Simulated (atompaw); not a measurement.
## Sm: one change to a PAW (atompaw) potential, before and after

| Property | Result |
| --- | --- |
| Element | samarium |
| Generator | atompaw 4.2.0.5 |
| Type | PAW |
| Functional | LDA (PW92) |
| Relativity | scalar-relativistic |
| Frozen core | [Kr] 4d10 4f6 |
| Valence charge | 10 |
| Reference configuration | 5s2 5p6 5d0 6s2 6p0 |
| Partial waves | 5s (bound): rc 2.60 bohr; 6s (bound): rc 3.00 bohr; 5p (bound): rc 2.15 bohr; 6p (bound, empty): rc 3.00 bohr; 5d (bound, empty): rc 3.00 bohr; 5d channel at 0.3 Ry: rc 3.00 bohr; 5f channel at -0.15 Ry: rc 3.00 bohr |
| Local potential | troulliermartins scheme with l = 4 at -0.5 Ry, radius 2.90 bohr |
| Core correction | smooth core density matched at 2.60 bohr |
| Augmentation charge | gaussian compensation charge, radius 2.65 bohr; PAW radius 3.00 bohr; waves and projectors: custom polynom2 7 10 vanderbiltortho |

All-electron outer shells of the reference configuration (LDA (PW92), scalar-relativistic, ld1.x):

```tsv
shell	level (eV)	outermost node (bohr)	outermost maximum (bohr)
4d	-128.67	0.28	0.59
5s	-43.39	0.69	1.27
5p	-23.32	0.74	1.43
6s	-3.72	1.70	3.62
4f	-2.67	–	0.61
5d	-1.83	0.84	2.19
6p	-1.25	2.06	4.94
```

Change: wave 5s (bound): rc 2.60 bohr becomes 5s (bound): rc 1.68 bohr.

Cutoffs: the cutoffs (Ry, on a coarse ladder) from which the occupation-weighted sum of valence levels, in a spherical-Bessel basis at the reference potential, stays within 10 and 1 mRy of its value at 400 Ry; they do not see the model core or the augmentation charge, which bear on the density cutoff.

Question: What does the change do?

Answer: The potential gets softer (15 Ry and 35 Ry → 15 Ry and 21 Ry); both files keep a bound ghost (f); the range in which the s phases agree narrows (upper end 1.4 → 0.2).

| quantity | base | changed |
| --- | --- | --- |
| cutoff, loose | 15 Ry | 15 Ry |
| cutoff, tight | 35 Ry | 21 Ry |
| bound ghosts | f | f |
| s: phases at 3.00 bohr within 0.05 rad from the reference energy up to (Ry; the scan ends near 5) | 1.4 | 0.2 |
| p: phases at 3.00 bohr within 0.05 rad from the reference energy up to (Ry; the scan ends near 5) | 0.2 | 0.2 |
| d: phases at 3.00 bohr within 0.05 rad from the reference energy up to (Ry; the scan ends near 5) | 2.5 | 2.5 |
| f: phases at 3.00 bohr within 0.05 rad from the reference energy up to (Ry; the scan ends near 5) | -0.1 | -0.1 |
| lowest overlap eigenvalue by channel | s 0.55, p 0.39, d 0.91, f 1.00 | s 0.36, p 0.39, d 0.91, f 1.00 |

 A true bound ghost makes a file unfit for plane-wave use even where its test errors are small: the radial tests pick states by their node count and pass the ghost by. The cutoffs see the waves, projectors and local potential, not the compensation charge or the core.
